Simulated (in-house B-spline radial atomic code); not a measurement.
Whole-atom quantities along the 14-electron series, configuration [Ne] 3s2 3p2. Breit and QED terms are first order and not part of the total energy; the density at the nucleus is averaged over the nuclear charge. Computed with a radial B-spline atomic code at the basis-set limit: Dirac-Hartree-Fock, average of the configuration, finite nuclei.

```json
{"ion": "Sn36+", "Z": "50", "E/Z² (Eh)": "-2.0383", "Σ<r²> (bohr²)": "0.52588", "n(0)/Z³ (bohr⁻³)": "1.475", "Lamb diamagnetic shielding (ppm)": "3942.35", "repulsion over attraction": "0.053785", "Breit energy (eV)": "104.32", "self-energy (eV)": "91.05", "vacuum polarisation (eV)": "-11.649", "Dirac less non-relativistic energy (Eh)": "-147.7"}
{"ion": "Sb37+", "Z": "51", "E/Z² (Eh)": "-2.0455", "Σ<r²> (bohr²)": "0.50114", "n(0)/Z³ (bohr⁻³)": "1.5167", "Lamb diamagnetic shielding (ppm)": "4036.53", "repulsion over attraction": "0.052726", "Breit energy (eV)": "111.21", "self-energy (eV)": "97.628", "vacuum polarisation (eV)": "-12.681", "Dirac less non-relativistic energy (Eh)": "-160.77"}
{"ion": "Te38+", "Z": "52", "E/Z² (Eh)": "-2.0527", "Σ<r²> (bohr²)": "0.47803", "n(0)/Z³ (bohr⁻³)": "1.5583", "Lamb diamagnetic shielding (ppm)": "4131.46", "repulsion over attraction": "0.051704", "Breit energy (eV)": "118.4", "self-energy (eV)": "104.55", "vacuum polarisation (eV)": "-13.786", "Dirac less non-relativistic energy (Eh)": "-174.72"}
{"ion": "I39+", "Z": "53", "E/Z² (Eh)": "?", "Σ<r²> (bohr²)": "?", "n(0)/Z³ (bohr⁻³)": "?", "Lamb diamagnetic shielding (ppm)": "?", "repulsion over attraction": "?", "Breit energy (eV)": "?", "self-energy (eV)": "?", "vacuum polarisation (eV)": "?", "Dirac less non-relativistic energy (Eh)": "?"}
{"ion": "Xe40+", "Z": "54", "E/Z² (Eh)": "-2.0668", "Σ<r²> (bohr²)": "0.43617", "n(0)/Z³ (bohr⁻³)": "1.6518", "Lamb diamagnetic shielding (ppm)": "4323.69", "repulsion over attraction": "0.049763", "Breit energy (eV)": "133.75", "self-energy (eV)": "119.5", "vacuum polarisation (eV)": "-16.235", "Dirac less non-relativistic energy (Eh)": "-205.44"}
{"ion": "Cs41+", "Z": "55", "E/Z² (Eh)": "-2.0738", "Σ<r²> (bohr²)": "0.41717", "n(0)/Z³ (bohr⁻³)": "1.7019", "Lamb diamagnetic shielding (ppm)": "4421.04", "repulsion over attraction": "0.048841", "Breit energy (eV)": "141.93", "self-energy (eV)": "127.55", "vacuum polarisation (eV)": "-17.587", "Dirac less non-relativistic energy (Eh)": "-222.3"}
{"ion": "Ba42+", "Z": "56", "E/Z² (Eh)": "-2.0807", "Σ<r²> (bohr²)": "0.39932", "n(0)/Z³ (bohr⁻³)": "1.7533", "Lamb diamagnetic shielding (ppm)": "4519.25", "repulsion over attraction": "0.047949", "Breit energy (eV)": "150.44", "self-energy (eV)": "136", "vacuum polarisation (eV)": "-19.031", "Dirac less non-relativistic energy (Eh)": "-240.22"}
{"ion": "La43+", "Z": "57", "E/Z² (Eh)": "-2.0875", "Σ<r²> (bohr²)": "0.38252", "n(0)/Z³ (bohr⁻³)": "1.8081", "Lamb diamagnetic shielding (ppm)": "4618.37", "repulsion over attraction": "0.047085", "Breit energy (eV)": "159.3", "self-energy (eV)": "144.87", "vacuum polarisation (eV)": "-20.573", "Dirac less non-relativistic energy (Eh)": "-259.25"}
{"ion": "Ce44+", "Z": "58", "E/Z² (Eh)": "-2.0943", "Σ<r²> (bohr²)": "0.36671", "n(0)/Z³ (bohr⁻³)": "1.8651", "Lamb diamagnetic shielding (ppm)": "4718.41", "repulsion over attraction": "0.046248", "Breit energy (eV)": "168.52", "self-energy (eV)": "154.17", "vacuum polarisation (eV)": "-22.217", "Dirac less non-relativistic energy (Eh)": "-279.45"}
{"ion": "Pr45+", "Z": "59", "E/Z² (Eh)": "-2.1011", "Σ<r²> (bohr²)": "0.3518", "n(0)/Z³ (bohr⁻³)": "1.9254", "Lamb diamagnetic shielding (ppm)": "4819.41", "repulsion over attraction": "0.045436", "Breit energy (eV)": "178.11", "self-energy (eV)": "163.93", "vacuum polarisation (eV)": "-23.97", "Dirac less non-relativistic energy (Eh)": "-300.87"}
{"ion": "Nd46+", "Z": "60", "E/Z² (Eh)": "?", "Σ<r²> (bohr²)": "?", "n(0)/Z³ (bohr⁻³)": "?", "Lamb diamagnetic shielding (ppm)": "?", "repulsion over attraction": "?", "Breit energy (eV)": "?", "self-energy (eV)": "?", "vacuum polarisation (eV)": "?", "Dirac less non-relativistic energy (Eh)": "?"}
{"ion": "Pm47+", "Z": "61", "E/Z² (Eh)": "-2.1146", "Σ<r²> (bohr²)": "0.32441", "n(0)/Z³ (bohr⁻³)": "2.0507", "Lamb diamagnetic shielding (ppm)": "5024.43", "repulsion over attraction": "0.043885", "Breit energy (eV)": "198.43", "self-energy (eV)": "184.87", "vacuum polarisation (eV)": "-27.827", "Dirac less non-relativistic energy (Eh)": "-347.57"}
{"ion": "Sm48+", "Z": "62", "E/Z² (Eh)": "-2.1213", "Σ<r²> (bohr²)": "0.31182", "n(0)/Z³ (bohr⁻³)": "2.1092", "Lamb diamagnetic shielding (ppm)": "5128.5", "repulsion over attraction": "0.043144", "Breit energy (eV)": "209.18", "self-energy (eV)": "196.08", "vacuum polarisation (eV)": "-29.941", "Dirac less non-relativistic energy (Eh)": "-372.95"}
{"ion": "Eu49+", "Z": "63", "E/Z² (Eh)": "-2.1281", "Σ<r²> (bohr²)": "0.2999", "n(0)/Z³ (bohr⁻³)": "2.1794", "Lamb diamagnetic shielding (ppm)": "5233.69", "repulsion over attraction": "0.042423", "Breit energy (eV)": "220.34", "self-energy (eV)": "207.82", "vacuum polarisation (eV)": "-32.195", "Dirac less non-relativistic energy (Eh)": "-399.81"}
{"ion": "Gd50+", "Z": "64", "E/Z² (Eh)": "-2.1348", "Σ<r²> (bohr²)": "0.2886", "n(0)/Z³ (bohr⁻³)": "2.251", "Lamb diamagnetic shielding (ppm)": "5340.03", "repulsion over attraction": "0.041723", "Breit energy (eV)": "231.91", "self-energy (eV)": "220.1", "vacuum polarisation (eV)": "-34.592", "Dirac less non-relativistic energy (Eh)": "-428.16"}
{"ion": "Tb51+", "Z": "65", "E/Z² (Eh)": "-2.1415", "Σ<r²> (bohr²)": "0.27788", "n(0)/Z³ (bohr⁻³)": "2.3429", "Lamb diamagnetic shielding (ppm)": "5447.62", "repulsion over attraction": "0.041041", "Breit energy (eV)": "243.91", "self-energy (eV)": "232.95", "vacuum polarisation (eV)": "-37.152", "Dirac less non-relativistic energy (Eh)": "-458.15"}
{"ion": "Dy52+", "Z": "66", "E/Z² (Eh)": "?", "Σ<r²> (bohr²)": "?", "n(0)/Z³ (bohr⁻³)": "?", "Lamb diamagnetic shielding (ppm)": "?", "repulsion over attraction": "?", "Breit energy (eV)": "?", "self-energy (eV)": "?", "vacuum polarisation (eV)": "?", "Dirac less non-relativistic energy (Eh)": "?"}
{"ion": "Ho53+", "Z": "67", "E/Z² (Eh)": "-2.155", "Σ<r²> (bohr²)": "0.25801", "n(0)/Z³ (bohr⁻³)": "2.4982", "Lamb diamagnetic shielding (ppm)": "5666.39", "repulsion over attraction": "0.039733", "Breit energy (eV)": "269.23", "self-energy (eV)": "260.43", "vacuum polarisation (eV)": "-42.74", "Dirac less non-relativistic energy (Eh)": "-523.01"}
{"ion": "Er54+", "Z": "68", "E/Z² (Eh)": "-2.1618", "Σ<r²> (bohr²)": "0.2488", "n(0)/Z³ (bohr⁻³)": "2.584", "Lamb diamagnetic shielding (ppm)": "5777.75", "repulsion over attraction": "0.039104", "Breit energy (eV)": "282.57", "self-energy (eV)": "275.11", "vacuum polarisation (eV)": "-45.801", "Dirac less non-relativistic energy (Eh)": "-558.09"}
{"ion": "Tm55+", "Z": "69", "E/Z² (Eh)": "-2.1687", "Σ<r²> (bohr²)": "0.24003", "n(0)/Z³ (bohr⁻³)": "2.6852", "Lamb diamagnetic shielding (ppm)": "5890.53", "repulsion over attraction": "0.03849", "Breit energy (eV)": "296.39", "self-energy (eV)": "290.44", "vacuum polarisation (eV)": "-49.063", "Dirac less non-relativistic energy (Eh)": "-595.08"}
{"ion": "Yb56+", "Z": "70", "E/Z² (Eh)": "-2.1755", "Σ<r²> (bohr²)": "0.23167", "n(0)/Z³ (bohr⁻³)": "2.774", "Lamb diamagnetic shielding (ppm)": "6004.66", "repulsion over attraction": "0.037893", "Breit energy (eV)": "310.68", "self-energy (eV)": "306.46", "vacuum polarisation (eV)": "-52.513", "Dirac less non-relativistic energy (Eh)": "-633.95"}
{"ion": "Lu57+", "Z": "71", "E/Z² (Eh)": "-2.1824", "Σ<r²> (bohr²)": "0.2237", "n(0)/Z³ (bohr⁻³)": "2.871", "Lamb diamagnetic shielding (ppm)": "6120.28", "repulsion over attraction": "0.03731", "Breit energy (eV)": "325.47", "self-energy (eV)": "323.2", "vacuum polarisation (eV)": "-56.18", "Dirac less non-relativistic energy (Eh)": "-674.86"}
{"ion": "Hf58+", "Z": "72", "E/Z² (Eh)": "-2.1893", "Σ<r²> (bohr²)": "0.21609", "n(0)/Z³ (bohr⁻³)": "2.9873", "Lamb diamagnetic shielding (ppm)": "6237.52", "repulsion over attraction": "0.03674", "Breit energy (eV)": "340.77", "self-energy (eV)": "340.68", "vacuum polarisation (eV)": "-60.089", "Dirac less non-relativistic energy (Eh)": "-717.93"}
{"ion": "Ta59+", "Z": "73", "E/Z² (Eh)": "-2.1963", "Σ<r²> (bohr²)": "0.20882", "n(0)/Z³ (bohr⁻³)": "3.1051", "Lamb diamagnetic shielding (ppm)": "6356.33", "repulsion over attraction": "0.036184", "Breit energy (eV)": "356.59", "self-energy (eV)": "358.93", "vacuum polarisation (eV)": "-64.236", "Dirac less non-relativistic energy (Eh)": "-763.19"}
{"ion": "W60+", "Z": "74", "E/Z² (Eh)": "-2.2034", "Σ<r²> (bohr²)": "0.20188", "n(0)/Z³ (bohr⁻³)": "3.2268", "Lamb diamagnetic shielding (ppm)": "6476.79", "repulsion over attraction": "0.035641", "Breit energy (eV)": "372.94", "self-energy (eV)": "377.98", "vacuum polarisation (eV)": "-68.637", "Dirac less non-relativistic energy (Eh)": "-810.72"}
{"ion": "Re61+", "Z": "75", "E/Z² (Eh)": "-2.2105", "Σ<r²> (bohr²)": "0.19523", "n(0)/Z³ (bohr⁻³)": "3.3573", "Lamb diamagnetic shielding (ppm)": "6598.99", "repulsion over attraction": "0.03511", "Breit energy (eV)": "389.84", "self-energy (eV)": "397.88", "vacuum polarisation (eV)": "-73.314", "Dirac less non-relativistic energy (Eh)": "-860.66"}
```

(1) Fill in the row of I39+.

(2) Fill in the row of Nd46+.

(3) Fill in the row of Dy52+.

(4) With what power of Z does the column «Dirac less non-relativistic energy (Eh)» change over this range?

## Answers

(1) E/Z² (Eh): -2.0598; Σ<r²> (bohr²): 0.45642; n(0)/Z³ (bohr⁻³): 1.6049; Lamb diamagnetic shielding (ppm): 4227.17; repulsion over attraction: 0.050717; Breit energy (eV): 125.92; self-energy (eV): 111.84; vacuum polarisation (eV): -14.97; Dirac less non-relativistic energy (Eh): -189.59.

(2) E/Z² (Eh): -2.1079; Σ<r²> (bohr²): 0.33772; n(0)/Z³ (bohr⁻³): 1.988; Lamb diamagnetic shielding (ppm): 4921.41; repulsion over attraction: 0.044649; Breit energy (eV): 188.08; self-energy (eV): 174.15; vacuum polarisation (eV): -25.839; Dirac less non-relativistic energy (Eh): -323.56.

(3) E/Z² (Eh): -2.1483; Σ<r²> (bohr²): 0.26769; n(0)/Z³ (bohr⁻³): 2.4074; Lamb diamagnetic shielding (ppm): 5556.32; repulsion over attraction: 0.040378; Breit energy (eV): 256.34; self-energy (eV): 246.39; vacuum polarisation (eV): -39.853; Dirac less non-relativistic energy (Eh): -489.69.

(4) A fit of the logarithm of its size against log Z from Z = 50 to 75 has slope 4.34. An unscreened hydrogenic electron would give 4 at low Z; screening makes the apparent power larger near the neutral end, and relativity raises it again at high Z.
